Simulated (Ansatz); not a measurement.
`C=C([SiH3])SC` and `C=C(O)SC` differ in one atom or group.

Ansatz, PBE0-D4/def2-TZVP geometries, multiplicity 1. Each molecule was computed in one conformer, which needn't be the lowest.

```csv
property,`C=C([SiH3])SC`
HOMO–LUMO gap (ωB97M-V/def2-TZVPP) / eV,9.90
size of the dipole moment (ωB97M-V/def2-TZVPP) / D,0.94
HOMO–LUMO gap (B3LYP/def2-TZVPP) / eV,5.33
LUMO energy (PBE/def2-TZVPP) / eV,-1.45
HOMO energy (ωB97M-V/def2-TZVPP) / eV,-8.37
HOMO energy (PBE0/def2-TZVPP) / eV,-6.26
```

**Question.** Give the same properties after the change, and the shifts. (An estimate is asked.)

**Answer.** The calculation gave: 
```tsv
property	`C=C(O)SC`	shift
HOMO–LUMO gap (ωB97M-V/def2-TZVPP) / eV	10.84	0.94
size of the dipole moment (ωB97M-V/def2-TZVPP) / D	1.62	0.68
HOMO–LUMO gap (B3LYP/def2-TZVPP) / eV	6.19	0.86
LUMO energy (PBE/def2-TZVPP) / eV	-0.95	0.50
HOMO energy (ωB97M-V/def2-TZVPP) / eV	-8.81	-0.44
HOMO energy (PBE0/def2-TZVPP) / eV	-6.62	-0.36
```

With PBE0 the HOMO falls by 0.36 eV and the LUMO rises by 0.54 eV, so the gap widens by about 0.90 eV. PBE moves the HOMO by -0.27 eV and ωB97M-V by -0.44 eV. Dipoles are sizes alone; their direction can turn.

B3LYP here is the variant with VWN-RPA as its local correlation; programs differ in this.
